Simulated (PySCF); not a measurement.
Working out the excitation energy of N⁺

N⁺ [He] 2s2 2p2 (3P) → N⁺ [He] 2s2 2p1 3s1 (3P). All numbers are calculated (PySCF 2.14, scalar relativity by spin-free X2C-1e, in aug-cc-pVDZ-DK (4s3p2d, 23 functions)). Frozen: 1s2. Energies in hartree (1 hartree = 27.21139 eV):

| part | N⁺ (lower) | N⁺ (upper) |
| --- | --- | --- |
| UHF | -53.910695 | -53.234162 |
| MP2 opposite-spin | -0.046057 | -0.048808 |
| MP2 same-spin | -0.008785 | -0.005445 |

Question: What does Hartree-Fock give?

Answer: (-53.234162) − (-53.910695) = 0.676533 hartree = 18.409 eV.

Question: What do MP2 and SCS-MP2 (6/5 opposite-spin, 1/3 same-spin) give?

Answer: The opposite-spin parts differ by -0.075 eV and the same-spin parts by 0.091 eV. MP2: 18.409 + (-0.075) + (0.091) = 18.425 eV. SCS-MP2: 18.409 + 1.2 × (-0.075) + (0.091)/3 = 18.349 eV.

Measured between the centres of the two terms (NIST): 18.464 eV, so MP2 (valence) is off by -0.039 eV.

A double-zeta basis recovers only part of the correlation energy.

What remains against the reference includes basis incompleteness, the frozen core and correlation beyond second order.
